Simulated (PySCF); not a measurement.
**Static response to an electric field**

Compound: C₄H₇N₃S.
Structure used (GFN2-xTB), in Å, numbered top down from 1:
```
atom  x, y, z in Å
C1     2.7764    0.3183    0.1707
S2     1.4886   -0.8058   -0.4341
C3     0.0832    0.0890    0.0554
N4     0.1273    1.2560    0.6844
N5    -1.1440    1.5717    0.8616
N6    -2.0083    0.6957    0.3940
C7    -1.2762   -0.2708   -0.1310
C8    -1.8247   -1.4820   -0.7812
H9     2.6670    1.2787   -0.3224
H10    2.6704    0.4328    1.2445
H11    3.7298   -0.1368   -0.0766
H12   -1.4270    2.4222    1.3211
H13   -2.9096   -1.4509   -0.7533
H14   -1.4707   -2.3744   -0.2672
H15   -1.4867   -1.5358   -1.8152
```

Level: B3LYP/def2-SVPD (PySCF), static field, nuclei fixed, core orbitals frozen in the response. The polarisability tensor in these axes (au):

```
x   109.23  -2.02  -1.31
y    -2.02  88.61  15.39
z    -1.31  15.39  68.42
```

Task: Give the principal values, the mean and the anisotropy Δα = √{½[(α1 − α2)² + (α2 − α3)² + (α1 − α3)²]}.

Result: Principal values 60.10, 96.47 and 109.68 au; mean 88.75 au = 13.15 Å³ = 14.63 × 10⁻⁴⁰ C²·m²/J; Δα = 44.47 au (50 % of the mean).

Task: What is the dipole moment, and where does it point?

Result: (0.61, 0.69, 0.37) D, 0.99 D in size, pointing from the negative to the positive side. Measured along this direction, the outermost atoms are H13 at the negative end and H10 and H9 at the positive end.

Task: Give the principal axes and the span of the nuclei along them.

Result: Largest value along (0.98, -0.16, -0.09), where the nuclei span 6.25 Å; middle along (0.19, 0.87, 0.47), 4.90 Å; least along (0.00, -0.47, 0.88), 1.78 Å. The response follows the extents in order.

Task: What molar refraction does this α imply?

Result: Lorentz–Lorenz: R = (4π/3)N_A α = 2.5225 cm³/(mol·Å³) × 13.15 Å³ = 33.2 cm³/mol, in the limit of long wavelengths.

Task: What depolarisation ratio follows for Rayleigh scattering of linearly polarised light, taking the static tensor?

Result: ρ = 3Δα²/(45ᾱ² + 4Δα²) = 5932.9/(354456 + 7910.5) = 0.0164.

One conformer (not necessarily the lowest) at the GFN2-xTB geometry, without solvent, vibrations or thermal averaging.
